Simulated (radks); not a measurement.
Spherical jellium clusters: N electrons in a uniform positive sphere of charge N and radius rs N^(1/3), rs = 3.05 bohr. Calculated with a radial shooting solver with Libxc functionals: non-relativistic Kohn-Sham, LDA (Slater exchange, Perdew-Wang correlation), spin-polarised, spherical densities. Levels are named by radial order and angular momentum (1s, 1p, 1d, 2s, ...), and open shells are averaged over m.

N = 32, configuration 1s2 1p6 1d10 2s2 1f(up 7, down 5). This is the lowest configuration that the search found. Occupied and some empty levels:

| level | occupation | eigenvalue (eV) | <r> (bohr) |
|---|---|---|---|
| 1s up | 1 | -7.5713 | 5.453 |
| 1s down | 1 | -7.5014 | 5.363 |
| 1p up | 3 | -6.3913 | 6.757 |
| 1p down | 3 | -6.2834 | 6.715 |
| 1d up | 5 | -5.0281 | 7.610 |
| 1d down | 5 | -4.9037 | 7.601 |
| 2s up | 1 | -4.6716 | 6.362 |
| 2s down | 1 | -4.6011 | 6.419 |
| 1f up | 7 | -3.4848 | 8.313 |
| 1f down | 5 | -3.3568 | 8.327 |
| 2p up | 0 | -2.8521 | 7.486 |
| 2p down | 0 | -2.7879 | 7.519 |
| 1g up | 0 | -1.8005 | 9.027 |
| 1g down | 0 | -1.6789 | 9.068 |
| 2d up | 0 | -1.1807 | 9.425 |
| 2d down | 0 | -1.1210 | 9.500 |

Energy (eV): total -52.8638, kinetic 92.432, external -3394.4, Hartree 1670.7, exchange-correlation -148.15, background 1726.6.
